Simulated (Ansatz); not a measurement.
Gas-phase reaction in SMILES: C[Si](C)(C)Cl [chloro(trimethyl)silane] -> C[Si](C)C + Cl atom (the Cl-Si bond at the site shown breaks; other sites are not compared here)
Geometries: B3LYP-D3(BJ)/def2-TZVP minima from Ansatz (a quantum-chemistry and plane-wave program). Frequencies are from Ansatz.

Wanted: bond dissociation energy (enthalpy at 298 K, with B3LYP-D3(BJ) rigid-rotor harmonic-oscillator terms), in kcal/mol. Valence correlation only, unless marked. Open shells are spin-unrestricted. No spin-orbit coupling. No relativistic terms. CBS marks a two-point X^-3 extrapolation of the correlation energy; Hartree-Fock from the larger set.

CCSD(T)/CBS(cc-pV(T+d)Z,cc-pV(Q+d)Z) (Ansatz) gives 119.8 kcal/mol.

Task: Another calculation gave 113.3 kcal/mol. Which level was it?
(A) BLYP/def2-TZVPD (Ansatz)
(B) B97M-V/def2-TZVPD (Ansatz)
(C) CAM-B3LYP/def2-TZVPD (Ansatz)
(D) SVWN5/def2-TZVPD (Ansatz)

Result: C, CAM-B3LYP/def2-TZVPD (Ansatz). The others give 120.2 (B97M-V), 108.2 (BLYP), 130.1 (SVWN5) kcal/mol.
